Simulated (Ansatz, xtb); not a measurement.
**Two isomers of C6H8Si**

Structure X is `C#C/C(C=C)=C\[SiH3]`, a singlet and structure Y is `C#C/C=C(/[SiH3])C=C`, a singlet. Both are isolated molecules in the gas phase, relaxed with r2SCAN-D4/def2-SVP; the shapes shown needn't be the lowest conformers.

X (Å):

```xyz
15

C    -2.4785    1.7250    1.6871
C    -1.6672    1.0752    1.0520
C    -0.7104    0.2960    0.3251
C    -0.4005    0.6852   -1.0562
C    -0.9457    1.7261   -1.7072
C    -0.1136   -0.7787    0.9232
Si   -0.4523   -1.3405    2.6770
H    -3.1928    2.2927    2.2545
H     0.3387    0.0491   -1.5575
H    -1.6850    2.3722   -1.2233
H    -0.6650    1.9556   -2.7383
H     0.6103   -1.3334    0.3104
H     0.3914   -2.5400    2.9598
H    -1.8898   -1.7075    2.8595
H    -0.1144   -0.2692    3.6631
```

Y (Å):

```yaml
atoms:
  - { symbol: C, position_ang: [2.3498, -3.4905, -1.8249] }
  - { symbol: C, position_ang: [1.2931, -3.1405, -1.3242] }
  - { symbol: C, position_ang: [0.0478, -2.7787, -0.7561] }
  - { symbol: C, position_ang: [-0.2244, -1.5893, -0.1288] }
  - { symbol: C, position_ang: [0.7985, -0.5608, 0.0051] }
  - { symbol: C, position_ang: [0.6215, 0.6335, 0.6041] }
  - { symbol: Si, position_ang: [-1.9600, -1.3193, 0.5581] }
  - { symbol: H, position_ang: [3.2815, -3.7940, -2.2653] }
  - { symbol: H, position_ang: [-0.7435, -3.5351, -0.8420] }
  - { symbol: H, position_ang: [-2.7682, -2.5391, 0.2666] }
  - { symbol: H, position_ang: [-1.9241, -1.0880, 2.0343] }
  - { symbol: H, position_ang: [-2.6092, -0.1304, -0.0735] }
  - { symbol: H, position_ang: [1.7819, -0.7986, -0.4223] }
  - { symbol: H, position_ang: [-0.3358, 0.9281, 1.0489] }
  - { symbol: H, position_ang: [1.4357, 1.3602, 0.6691] }
```

**Question.** Estimate which is lower in electronic energy at CCSD(T)/def2-SVP + ΔMP2/def2-TZVPP, and by roughly how much.

**Answer.** Too close to call at this level: CCSD(T)/def2-SVP + ΔMP2/def2-TZVPP gives E(Y) − E(X) = +0.06 kcal/mol.

Level by level:

```json
{"level": "GFN2-xTB", "geometry": "GFN2-xTB", "E(Y) − E(X) (kcal/mol)": "−0.77", "departure from the last row (kcal/mol)": "−0.83", "job, with rough time for the two": "optimisation, 0.14 s"}
{"level": "HF/STO-3G", "geometry": "GFN2-xTB", "E(Y) − E(X) (kcal/mol)": "+0.82", "departure from the last row (kcal/mol)": "+0.76", "job, with rough time for the two": "single point, 0.42 s"}
{"level": "r2SCAN-D4/def2-SVP//GFN2-xTB", "geometry": "GFN2-xTB", "E(Y) − E(X) (kcal/mol)": "−1.09", "departure from the last row (kcal/mol)": "−1.15", "job, with rough time for the two": "single point, 3.1 s"}
{"level": "r2SCAN-D4/def2-SVP", "geometry": "r2SCAN-D4/def2-SVP", "E(Y) − E(X) (kcal/mol)": "−1.13", "departure from the last row (kcal/mol)": "−1.19", "job, with rough time for the two": "optimisation, 34 s"}
{"level": "HF/def2-SVP", "geometry": "r2SCAN-D4/def2-SVP", "E(Y) − E(X) (kcal/mol)": "+0.53", "departure from the last row (kcal/mol)": "+0.47", "job, with rough time for the two": "part of the CCSD(T) run"}
{"level": "MP2/def2-SVP", "geometry": "r2SCAN-D4/def2-SVP", "E(Y) − E(X) (kcal/mol)": "−0.04", "departure from the last row (kcal/mol)": "−0.10", "job, with rough time for the two": "part of the CCSD(T) run"}
{"level": "CCSD(T)/def2-SVP", "geometry": "r2SCAN-D4/def2-SVP", "E(Y) − E(X) (kcal/mol)": "+0.10", "departure from the last row (kcal/mol)": "+0.04", "job, with rough time for the two": "single point"}
{"level": "CCSD(T)/def2-SVP + ΔMP2/def2-TZVPP", "geometry": "r2SCAN-D4/def2-SVP", "E(Y) − E(X) (kcal/mol)": "+0.06", "departure from the last row (kcal/mol)": "", "job, with rough time for the two": "single point, 51 s"}
```

As drawn, both hold the same kinds of bond in the same numbers.

The largest departure from CCSD(T)/def2-SVP + ΔMP2/def2-TZVPP is that of r2SCAN-D4/def2-SVP, 1.19 kcal/mol. The last row adds to CCSD(T) the change of the MP2 difference between the two basis sets, here −0.04 kcal/mol.

With thermal terms from frequencies at re-optimised GFN2-xTB minima (ideal gas, soft modes damped towards free rotors, one conformer each, 298.15 K, 1 atm): on the last row, ΔE + ΔZPE = +0.18, ΔH = +0.07, ΔG = +0.50 kcal/mol.

The correlated steps freeze 11 core orbitals. Programs: Ansatz 0.2.0, xtb 6.7.1; the last row on 2 threads of Intel(R) Xeon(R) 6975P-C (Granite Rapids) on a shared host.
